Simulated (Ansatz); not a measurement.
Geometry optimisation, RKS PBE/def2-SVP (Ansatz 0.2.0).

Input file:

```yaml
crystal:
  periodic: [false, false, false]
  atoms:
    - { symbol: Sn, position_ang: [-0.879383, -1.259133, 0.793758] }
    - { symbol: C, position_ang: [0.404205, 1.215966, -1.251037] }
    - { symbol: H, position_ang: [0.11053, -1.816488, -0.49929] }
    - { symbol: H, position_ang: [-1.541462, -2.597925, 1.664079] }
    - { symbol: H, position_ang: [-2.158004, -0.237105, 0.24934] }
    - { symbol: H, position_ang: [0.454267, 1.200523, -0.162478] }
    - { symbol: Se, position_ang: [0.609286, 0.096052, 2.420078] }
    - { symbol: H, position_ang: [1.062719, 0.432274, -1.670375] }
    - { symbol: H, position_ang: [0.744513, 2.204945, -1.614451] }
    - { symbol: H, position_ang: [-0.632784, 1.048173, -1.594989] }
    - { symbol: H, position_ang: [1.826113, -0.287081, 1.665264] }
basis:
  gaussian: { orbitals: def2-SVP }
hamiltonian:
  xc: pbe
relax:
  f_tol: 0.03
  max_steps: 50
```

Run as:

```bash
$ ansatz run input.yaml --threads 2 --pin off --max-ram 3072MiB --backend cpu --events-out ev --progress --plain --runs-dir out
```

Problem. Where does it end, and by what steps?

Solution. The run converged. After 5 steps the energy has fallen by 0.097 eV; H6 moved furthest, 0.43 Å.

```tsv
step	energy less start (eV)	largest force component (eV/Å)	accepted
0	0.0000	0.777	yes
1	-0.0770	0.180	yes
2	-0.0897	0.085	yes
3	-0.0949	0.043	yes
4	-0.0961	0.072	yes
5	-0.0975	0.027	yes
```

```xyz
11
Properties=species:S:1:pos:R:3
Sn -0.967 -1.489 1.030
C 0.514 1.485 -1.523
H 0.040 -2.014 -0.269
H -1.613 -2.847 1.884
H -2.254 -0.489 0.461
H 0.655 1.468 -0.425
Se 0.504 -0.093 2.628
H 1.129 0.691 -1.989
H 0.822 2.470 -1.920
H -0.553 1.313 -1.760
H 1.724 -0.494 1.883
```

Whether the end is a true minimum wasn't checked by a vibrational analysis.

The run took 15 s on 2 threads of Arm Neoverse V1 (shared host), peak memory 0.15 GiB.
